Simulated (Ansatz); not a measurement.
`FC(S)=[Se]` + H₂ → `SC=[Se]` + H–F at 400 K and 1 bar (hydrogenolysis of a C–F bond).

Isolated molecules relaxed with PBE0-D4/def2-TZVP in Ansatz; ΔE leaves out vibrations. CBS: MP2 limit from def2 TZ/QZ plus the TZ coupled-cluster correction, frozen cores. This one scheme is used for every species. For Se outer-core shells are correlated without core-valence functions, which leaves a few kJ/mol of doubt a bond. Scalar relativity is left out up to krypton. Each species was taken in one conformer, which may not be the lowest.

```tsv
species	CCSD(T)/CBS energy (Eh)	H − E (kJ/mol)	S (J/(mol·K))
`FC(S)=[Se]`	-2936.88709	68.7	328.8
H₂	-1.17544	38.0	139.0
`SC=[Se]`	-2837.70434	86.0	304.5
H–F	-100.39570	36.5	182.2
```

H − E and S are ideal-gas, rigid-rotor, harmonic terms from PBE0-D4/def2-TZVP, for one conformer and one mirror image of each species. The MP2-based limit puts H₂ 0.8 mEh under its directly extrapolated value; such offsets cancel only in part. 1 Eh = 2625.50 kJ/mol, R = 8.31446 J/(mol·K).

Problem. By hand: ΔE, ΔH, ΔS and ΔG.

Solution. ΔE = (-2837.70434) + (-100.39570) − (-2936.88709) − (-1.17544) = -0.03751 Eh = -98.5 kJ/mol. Δ(H − E) = 86.0 + 36.5 − 68.7 − 38.0 = 15.8, so ΔH = -82.7 kJ/mol. ΔS = 304.5 + 182.2 − 328.8 − 139.0 = 18.9 J/(mol·K). ΔG = -82.7 − 400 × (18.9)/1000 = -90.3 kJ/mol.

Problem. By hand: the equilibrium constant, and the temperature at which ΔG would vanish if ΔH and ΔS stayed fixed.

Solution. log₁₀ K = −ΔG/(RT ln 10) = 11.8. ΔH and −TΔS have one sign here, so there is no such temperature.

ΔH outweighs TΔS. A doubt of 5 kJ/mol in ΔE shifts log₁₀ K by 0.7 here. Other conformers and mirror images would add mixing entropy, several J/(mol·K) or more a flexible species. These are equilibria of isolated gas molecules and say nothing of rates. Largest T1 diagnostic: 0.017 (customary marks: 0.02 for closed shells, 0.045 for open ones).
